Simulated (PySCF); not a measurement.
A series of related molecules.

All values: PBE0/pcSseg-1 (PySCF) at GFN2-xTB geometries, gas phase, one conformer each.

Question: Rank by the lowest Hirshfeld charge on any atom, lowest value first.
A. `F[C@@H]1C[SiH2][Si@@](F)(N[SiH3])C1`
B. `F[C@@H]1C[SiH2][Si@@](F)(O[SiH3])C1`
C. `N#CC[Si@@]1(F)C[C@H](F)C[SiH2]1`
D. `F[C@@H]1C[SiH2][Si@H](F)C1`

Answer: A (-0.336 e), B (-0.305 e), C (-0.239 e), D (-0.211 e).

Question: Rank by the highest Hirshfeld charge on any atom, highest value first.
A. `[C@@H]1(C[Si@H]([SiH2]C1)F)F`
B. `N#CC[Si@@]1(F)C[C@H](F)C[SiH2]1`
C. `F[C@@H]1C[SiH2][Si@@](F)(O[SiH3])C1`
D. `F[C@@H]1C[SiH2][Si@@](F)(P)C1`
E. `[Si@@]1(S)(C[C@@H](C[SiH2]1)F)F`
F. `F[C@@H]1C[SiH2][Si@@](F)(N[SiH3])C1`

Answer: C (+0.422 e), F (+0.407 e), B (+0.389 e), A (+0.354 e), E (+0.340 e), D (+0.312 e).

Question: Rank by the highest IAO charge on any atom, highest value first.
A. `F[C@@H]1C[SiH2][Si@H](F)C1`
B. `CN(C)[Si@@]1(F)C[C@@H](F)C[SiH2]1`
C. `F[C@@H]1C[SiH2][Si@@](F)(N[SiH3])C1`
D. `N#CC[Si@@]1(F)C[C@H](F)C[SiH2]1`
E. `F[C@@H]1C[SiH2][Si@@](F)(O[SiH3])C1`
F. `F[Si@]1([SiH2]C[C@H](C1)F)P`

Answer: E (+1.263 e), C (+1.188 e), B (+1.165 e), D (+1.077 e), A (+0.933 e), F (+0.885 e).

All values together:

| SMILES | change | formula | μ (D) | HOMO (eV) | LUMO (eV) | lowest IAO charge (e) | highest IAO charge (e) | lowest Hirshfeld charge (e) | highest Hirshfeld charge (e) |
| --- | --- | --- | --- | --- | --- | --- | --- | --- | --- |
| F[C@@H]1C[SiH2][Si@H](F)C1 | parent | C3H8F2Si2 | 3.18 | -7.96 | -0.63 | -0.580 (C) | +0.933 (Si) | -0.211 (F) | +0.354 (Si) |
| F[C@@H]1C[SiH2][Si@@](F)(S)C1 | H on Si replaced by SH | C3H8F2SSi2 | 2.20 | -7.32 | -0.63 | -0.580 (C) | +0.985 (Si) | -0.205 (F) | +0.340 (Si) |
| F[C@@H]1C[SiH2][Si@@](F)(N[SiH3])C1 | H on Si replaced by NHSiH3 | C3H11F2NSi3 | 2.22 | -7.32 | -0.81 | -0.948 (N) | +1.188 (Si) | -0.336 (N) | +0.407 (Si) |
| N#CC[Si@@]1(F)C[C@H](F)C[SiH2]1 | H on Si replaced by CH2CN | C5H9F2NSi2 | 0.71 | -8.21 | -0.77 | -0.589 (C) | +1.077 (Si) | -0.239 (N) | +0.389 (Si) |
| F[C@@H]1C[SiH2][Si@@](F)(O[SiH3])C1 | H on Si replaced by OSiH3 | C3H10F2OSi3 | 2.94 | -7.60 | -0.24 | -0.876 (O) | +1.263 (Si) | -0.305 (O) | +0.422 (Si) |
| CN(C)[Si@@]1(F)C[C@@H](F)C[SiH2]1 | H on Si replaced by NMe2 | C5H13F2NSi2 | 0.52 | -6.32 | -0.21 | -0.586 (C) | +1.165 (Si) | -0.206 (F) | +0.393 (Si) |
| F[C@@H]1C[SiH2][Si@@](F)(P)C1 | H on Si replaced by PH2 | C3H9F2PSi2 | 3.37 | -7.44 | -0.71 | -0.573 (C) | +0.885 (Si) | -0.211 (F) | +0.312 (Si) |

Conformers: `[F:1][C@@H:2]1[CH2:3][SiH2:4][Si@H:5]([F:6])[CH2:7]1` with F1–C2–C3–Si4 -65°, C2–C3–Si4–Si5 -32°, C3–Si4–Si5–F6 120°, Si4–Si5–C7–C2 19°; `[F:1][C@@H:2]1[CH2:3][SiH2:4][Si@@:5]([F:6])([SH:7])[CH2:8]1` with Si4–Si5–S7–H -102°, F1–C2–C3–Si4 -63°, C2–C3–Si4–Si5 -32°, C3–Si4–Si5–F6 121°, Si4–Si5–C8–C2 19°; `[F:1][C@@H:2]1[CH2:3][SiH2:4][Si@@:5]([F:6])([NH:7][SiH3:8])[CH2:9]1` with Si4–Si5–N7–Si8 55°, F1–C2–C3–Si4 -175°, C2–C3–Si4–Si5 26°, C3–Si4–Si5–F6 115°, Si4–Si5–C9–C2 -27°; `[N:1]#[C:2][CH2:3][Si@@:4]1([F:5])[CH2:6][C@H:7]([F:8])[CH2:9][SiH2:10]1` with C2–C3–Si4–F5 -173°, C3–Si4–C6–C7 147°, Si4–C6–C7–F8 70°, C6–C7–C9–Si10 56°, C7–C9–Si10–Si4 -32°; `[F:1][C@@H:2]1[CH2:3][SiH2:4][Si@@:5]([F:6])([O:7][SiH3:8])[CH2:9]1` with Si4–Si5–O7–Si8 -91°, F1–C2–C3–Si4 -66°, C2–C3–Si4–Si5 -30°, C3–Si4–Si5–F6 121°, Si4–Si5–C9–C2 21°; `[CH3:1][N:2]([CH3:3])[Si@@:4]1([F:5])[CH2:6][C@@H:7]([F:8])[CH2:9][SiH2:10]1` with C1–N2–Si4–F5 37°, N2–Si4–C6–C7 112°, Si4–C6–C7–F8 -71°, C6–C7–C9–Si10 -53°, C7–C9–Si10–Si4 29°; `[F:1][C@@H:2]1[CH2:3][SiH2:4][Si@@:5]([F:6])([PH2:7])[CH2:8]1` with Si4–Si5–P7–H 30° and -63°, F1–C2–C3–Si4 -63°, C2–C3–Si4–Si5 -33°, C3–Si4–Si5–F6 118°, Si4–Si5–C8–C2 18°.

Q: Give the shifts from the parent, `F[C@@H]1C[SiH2][Si@H](F)C1`.

A: 
```csv
SMILES,change in μ (D),change in HOMO (eV),change in LUMO (eV)
F[C@@H]1C[SiH2][Si@@](F)(S)C1,-0.98,+0.64,0.00
F[C@@H]1C[SiH2][Si@@](F)(N[SiH3])C1,-0.96,+0.64,-0.18
N#CC[Si@@]1(F)C[C@H](F)C[SiH2]1,-2.47,-0.25,-0.14
F[C@@H]1C[SiH2][Si@@](F)(O[SiH3])C1,-0.24,+0.36,+0.39
CN(C)[Si@@]1(F)C[C@@H](F)C[SiH2]1,-2.66,+1.64,+0.42
F[C@@H]1C[SiH2][Si@@](F)(P)C1,+0.19,+0.52,-0.08
```
